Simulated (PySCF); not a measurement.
## Mass spectrum arithmetic for `[SiH3][O][AlH2-][AsH3+]`

Species: `[SiH3][O][AlH2-][AsH3+]`.

Calculated from isotope tables alone.

(1) Molar mass and exact mass?

(2) What cluster does the molecular ion M+• show when like nominal masses merge?

(3) Give the mass fraction of each element.

(4) What resolving power m/Δm just matches the spacing of the species with one 30Si and with one 18O?

(5) What share of all molecules is the monoisotopic species?

(6) Count the protons, neutrons and electrons of the monoisotopic species, and give its exact less its nominal mass.

Answers

(1) For AlAsH8OSi, with standard atomic weights, 1 × 28.085 + 1 × 15.999 + 1 × 26.982 + 1 × 74.922 + 8 × 1.008 = 154.052 g/mol. From the most abundant isotopes (28Si, 16O, 27Al, 75As, 1H), 1 × 27.976927 + 1 × 15.994915 + 1 × 26.981539 + 1 × 74.921597 + 8 × 1.007825 = 153.9376 u.

(2) 
```
nominal mass  m/z (centroid)  relative intensity
         154        153.9370               100.0
         155        154.9367                 5.2
         156        155.9343                 3.6
```

Cut off at 0.1 %. One electron mass, 0.00055 u, is taken off. Abundances used (%; other tables differ somewhat): 28Si 92.2297, 29Si 4.6832, 30Si 3.0872; 16O 99.757, 17O 0.038, 18O 0.205; 1H 99.9885, 2H 0.0115.

(3) Si 18.23 %, O 10.39 %, Al 17.51 %, As 48.63 %, H 5.23 %.

(4) They lie 0.00740 u apart at mass 155.93, so m/Δm is about 21000.

(5) 0.922297 × 0.99757 × 1 × 1 × 0.999885^8 = 91.92 %.

(6) 76 protons, 78 neutrons and 76 electrons; 153.9376 − 154 = -0.0624 u.
